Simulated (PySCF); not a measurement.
octafluorocyclopentene (C5F8), SMILES FC1(F)C(C(=C(F)C1(F)F)F)(F)F.

The structure is a stationary point at B3LYP-D3(BJ)/def2-SVP. The values are those of a single conformer.

These are TDA-CAM-B3LYP/def2-SVP run with PySCF values and carry that method's errors.

Vertical excitations.  State labels are in the subgroup Cs.

Computed lowest excited states:
```json
[
 {"state": "S1", "symmetry": "A'", "energy (eV)": "7.74", "λ (nm)": "160", "f": "0.001", "main pairs": "HOMO−1→LUMO 92 %"},
 {"state": "S2", "symmetry": "A\"", "energy (eV)": "7.90", "λ (nm)": "157", "f": "0.094", "main pairs": "HOMO−2→LUMO 73 %, HOMO→LUMO 21 %"},
 {"state": "S3", "symmetry": "A'", "energy (eV)": "7.96", "λ (nm)": "156", "f": "0.020", "main pairs": "HOMO→LUMO+1 85 %"},
 {"state": "S4", "symmetry": "A\"", "energy (eV)": "8.06", "λ (nm)": "154", "f": "0.343", "main pairs": "HOMO→LUMO 69 %, HOMO−2→LUMO 22 %"},
 {"state": "S5", "symmetry": "A'", "energy (eV)": "9.38", "λ (nm)": "132", "f": "0.104", "main pairs": "HOMO→LUMO+2 92 %"},
 {"state": "S6", "symmetry": "A\"", "energy (eV)": "9.57", "λ (nm)": "130", "f": "0.001", "main pairs": "HOMO−1→LUMO+2 64 %, HOMO−1→LUMO+1 31 %"},
 {"state": "S7", "symmetry": "A\"", "energy (eV)": "9.91", "λ (nm)": "125", "f": "0.020", "main pairs": "HOMO−1→LUMO+1 60 %, HOMO−1→LUMO+2 29 %"},
 {"state": "S8", "symmetry": "A'", "energy (eV)": "10.05", "λ (nm)": "123", "f": "0.017", "main pairs": "HOMO−5→LUMO 78 %"},
 {"state": "S9", "symmetry": "A'", "energy (eV)": "10.19", "λ (nm)": "122", "f": "0.003", "main pairs": "HOMO−2→LUMO+1 87 %"},
 {"state": "S10", "symmetry": "A\"", "energy (eV)": "10.24", "λ (nm)": "121", "f": "0.000", "main pairs": "HOMO−3→LUMO 48 %, HOMO−6→LUMO 40 %"},
 {"state": "T1", "symmetry": "A\"", "energy (eV)": "4.33", "λ (nm)": "286", "f": "0", "main pairs": "HOMO→LUMO 97 %"},
 {"state": "T2", "symmetry": "A'", "energy (eV)": "7.36", "λ (nm)": "168", "f": "0", "main pairs": "HOMO→LUMO+1 80 %"},
 {"state": "T3", "symmetry": "A'", "energy (eV)": "7.50", "λ (nm)": "165", "f": "0", "main pairs": "HOMO−1→LUMO 85 %"},
 {"state": "T4", "symmetry": "A\"", "energy (eV)": "7.55", "λ (nm)": "164", "f": "0", "main pairs": "HOMO−2→LUMO 94 %"}
]
```
Triplets are in the Tamm–Dancoff approximation.
